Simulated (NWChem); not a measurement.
[GeH]([Cl])([CH3])[Cl] (CH$_{4}$Cl$_{2}$Ge), optimised at PBE-D3(BJ)/def2-SVP with NWChem:

- highest occupied level (eV): -7.17
- orbital gap (eV): 5.93
- dipole (D): 2.64
- highest harmonic frequency (cm⁻¹): 3114
- zero-point energy (kcal/mol): 28.8

**Question.** One Cl atom is replaced by H, giving [CH3][GeH2][Cl] (CH5ClGe), optimised at the same level. How do these values move?

**Answer.** 
```
quantity                           new value  change
---------------------------------  ---------  ------
highest occupied level (eV)            -6.91   +0.26
orbital gap (eV)                        6.24   +0.31
dipole (D)                              2.32   -0.32
highest harmonic frequency (cm⁻¹)       3109      -5
zero-point energy (kcal/mol)            32.6    +3.8
```
